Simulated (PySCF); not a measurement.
Molecule: trifluorosilane (F[SiH](F)F, F$_{3}$HSi).

Numbering as in the mapped SMILES `[F:1][SiH:2]([F:3])[F:4]`. Hydrogens are named by the atom that carries them.

Geometry PBE0-D3(BJ)/def2-SVP throughout; GIAO in PySCF, gas phase, one conformer, non-relativistic; equivalent atoms averaged; functional PBE0.

Question: How do the absolute shieldings σ depend on the basis set? (ppm; last column core-seconds on shared hosts with different chips, so compare them loosely)

Answer: 
| basis set | functions | F1/F3/F4 | Si2 | H(Si2) | core-s |
| --- | --- | --- | --- | --- | --- |
| STO-3G | 25 | 493.5 | 531.8 | 29.70 | 0.7 |
| 6-31G | 42 | 334.4 | 447.0 | 27.04 | 1.3 |
| pcSseg-0 | 42 | 343.7 | 380.4 | 27.15 | 1.7 |
| 6-31G* | 62 | 320.1 | 461.4 | 26.86 | 1.6 |
| def2-SVP | 65 | 321.4 | 472.8 | 26.96 | 1.6 |
| cc-pVDZ | 65 | 319.1 | 473.0 | 26.84 | 2.6 |
| pcSseg-1 | 80 | 312.4 | 415.9 | 26.71 | 3.3 |
| aug-cc-pVDZ | 105 | 330.3 | 466.3 | 26.23 | 4.3 |
| 6-311+G(2d,p) | 122 | 316.4 | 412.3 | 26.45 | 3.3 |
| def2-TZVP | 136 | 309.2 | 405.2 | 26.50 | 4.1 |
| cc-pVTZ | 138 | 312.8 | 419.9 | 26.46 | 6.6 |
| IGLO-III | 159 | 311.6 | 419.8 | 26.35 | 7.3 |
| pcSseg-2 | 165 | 312.4 | 413.1 | 26.38 | 6.5 |
| pcSseg-3 | 325 | 311.6 | 411.5 | 26.18 | 27 |

Question: Which nucleus moves most, in ppm?

Answer: F1/F3/F4 (fluorine bonded to Si): from 309.2 ppm with def2-TZVP to 493.5 ppm with STO-3G. The smallest spread is 3.52 ppm, at H(Si2).

Question: Taking the largest basis, pcSseg-3 (325 functions), as the yardstick, rank the others by their worst heavy-atom deviation.

Answer: pcSseg-2 1.6 ppm (165 functions), pcSseg-1 4.4 ppm (80 functions), 6-311+G(2d,p) 4.8 ppm (122 functions), def2-TZVP 6.3 ppm (136 functions), IGLO-III 8.3 ppm (159 functions), cc-pVTZ 8.4 ppm (138 functions), pcSseg-0 32.1 ppm (42 functions), 6-31G 35.5 ppm (42 functions), 6-31G* 49.9 ppm (62 functions), aug-cc-pVDZ 54.8 ppm (105 functions), def2-SVP 61.3 ppm (65 functions), cc-pVDZ 61.4 ppm (65 functions), STO-3G 181.9 ppm (25 functions).

A small basis that lands close on one nucleus may do so by chance; judge by the trend and by all nuclei.
